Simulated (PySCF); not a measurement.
## Bond curve of InO

Set-up: In cc-pVTZ-PP with ECP28, O cc-pVTZ; scalar-relativistic core potentials (PySCF 2.14). Energies in eV from In + O in their ground configurations at the same level. State: ²Π (doublet), unpaired electrons π ↑.

All columns are PBE0. A positive dipole means In(−)O(+).

```json
{"R (Å)": "1.801", "E (eV)": "-2.543", "μ (D)": "-1.06", "Mulliken charge on In (basis-dependent)": "0.30", "HOMO (eV)": "-6.44", "LUMO (eV)": "-4.42", "Mayer bond order": "1.16", "⟨S²⟩": "0.75"}
{"R (Å)": "1.885", "E (eV)": "-3.052", "μ (D)": "-1.54", "Mulliken charge on In (basis-dependent)": "0.33", "HOMO (eV)": "-6.54", "LUMO (eV)": "-4.05", "Mayer bond order": "1.11", "⟨S²⟩": "0.75"}
{"R (Å)": "1.968", "E (eV)": "-3.324", "μ (D)": "-2.03", "Mulliken charge on In (basis-dependent)": "0.36", "HOMO (eV)": "-6.61", "LUMO (eV)": "-3.72", "Mayer bond order": "1.06", "⟨S²⟩": "0.75"}
{"R (Å)": "2.031", "E (eV)": "-3.418", "μ (D)": "-2.39", "Mulliken charge on In (basis-dependent)": "0.39", "HOMO (eV)": "-6.64", "LUMO (eV)": "-3.48", "Mayer bond order": "1.03", "⟨S²⟩": "0.76"}
{"R (Å)": "2.094", "E (eV)": "-3.442", "μ (D)": "-2.75", "Mulliken charge on In (basis-dependent)": "0.41", "HOMO (eV)": "-6.64", "LUMO (eV)": "-3.27", "Mayer bond order": "1.00", "⟨S²⟩": "0.76"}
{"R (Å)": "2.157", "E (eV)": "-3.415", "μ (D)": "-3.11", "Mulliken charge on In (basis-dependent)": "0.43", "HOMO (eV)": "-6.62", "LUMO (eV)": "-3.08", "Mayer bond order": "0.97", "⟨S²⟩": "0.76"}
{"R (Å)": "2.241", "E (eV)": "-3.320", "μ (D)": "-3.57", "Mulliken charge on In (basis-dependent)": "0.45", "HOMO (eV)": "-6.55", "LUMO (eV)": "-2.87", "Mayer bond order": "0.94", "⟨S²⟩": "0.76"}
{"R (Å)": "2.345", "E (eV)": "-3.140", "μ (D)": "-4.12", "Mulliken charge on In (basis-dependent)": "0.47", "HOMO (eV)": "-6.42", "LUMO (eV)": "-2.66", "Mayer bond order": "0.91", "⟨S²⟩": "0.76"}
{"R (Å)": "2.471", "E (eV)": "-2.873", "μ (D)": "-4.76", "Mulliken charge on In (basis-dependent)": "0.49", "HOMO (eV)": "-6.12", "LUMO (eV)": "-2.51", "Mayer bond order": "0.88", "⟨S²⟩": "0.76"}
{"R (Å)": "2.638", "E (eV)": "-2.482", "μ (D)": "-5.54", "Mulliken charge on In (basis-dependent)": "0.50", "HOMO (eV)": "-5.71", "LUMO (eV)": "-2.45", "Mayer bond order": "0.85", "⟨S²⟩": "0.77"}
```

A fit through these points gives, at Re = 2.089 Å, μ = -2.73 D and dμ/dR = -5.67 D/Å; the reduced mass is 14.04 u.

**Question.** How strong is the fundamental in the double-harmonic approximation, I = 42.26·(dμ/dR)²/μred km/mol?

**Answer.** I = 42.26·(-5.67)²/14.04 = 96.8 km/mol at PBE0.

These are scalar-relativistic numbers at best; spin–orbit coupling would shift them, the dissociation energy most. The state was picked by a PBE0 search and need not be the measured ground state.
